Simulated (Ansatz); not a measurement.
`CCOBS` + H₂ → `BOCC` + H₂S  (hydrogenolysis of a B–S bond)

Gas-phase electronic energies from Ansatz, PBE0-D4/def2-TZVP geometries. CBS: MP2 limit from def2 TZ/QZ plus the TZ coupled-cluster correction, frozen cores. This one scheme is used for every species. Each species was taken in one conformer, which may not be the lowest.

`CCOBS`:

Cartesian coordinates in Å:
```
C -0.945 -1.574 -0.267
C -0.972 -0.158 0.253
O -0.074 0.656 -0.487
B 1.038 1.167 0.066
S 2.113 2.158 -0.997
H 0.042 -2.021 -0.127
H -1.677 -2.185 0.265
H -1.184 -1.598 -1.332
H -1.968 0.277 0.136
H -0.709 -0.125 1.316
H 1.317 0.979 1.218
H 3.019 2.423 -0.045
```

H₂:

Cartesian coordinates in Å:
```
H -0.010 0.298 -0.224
H 0.010 -0.298 0.224
```

`BOCC`:

Z-matrix (Å, degrees):
```
C
O 1 1.421
C 1 1.509 2 110.2
H 1 1.095 2 109.5 3 122.6
H 1 1.094 2 107.0 3 -120.3
B 2 1.339 1 122.3 3 -115.4
H 3 1.092 1 110.8 2 63.5
H 3 1.092 1 110.7 2 -56.7
H 3 1.093 1 110.1 2 -176.6
H 6 1.197 2 117.0 1 179.4
H 6 1.204 2 120.2 1 -0.6
```

H₂S:

```xyz
3

S     0.448    0.114   -0.412
H    -0.634    0.793   -0.005
H     0.186   -0.907    0.417
```

```
species  CCSD(T)/CBS(def2) energy (Eh)
`CCOBS`                     -578.12989
     H₂                       -1.17544
 `BOCC`                     -180.31191
    H₂S                     -398.97279
```

Task: Work out ΔE.

Result: ΔE = (-180.31191) + (-398.97279) − (-578.12989) − (-1.17544) = 0.02063 Eh = +54.2 kJ/mol.

Largest T1 diagnostic among the species: 0.013.

From PBE to PBE0 (25 % exact exchange), in def2-TZVPP and without D4, ΔE moves by −3.6 kJ/mol. In def2-TZVPP, CCSD(T) changes the Hartree–Fock value by +20.6 kJ/mol (the triples alone add +5.5 kJ/mol) and MP2 by +28.4 kJ/mol. The D4 term adds +7.4 kJ/mol with B3LYP and +4.1 kJ/mol with PBE0; it sums over pairs of atoms, weighted by their polarisabilities, and B3LYP, whose exchange is more repulsive, gets the larger term.

B3LYP here is the variant with VWN-RPA as its local correlation; programs differ in this.
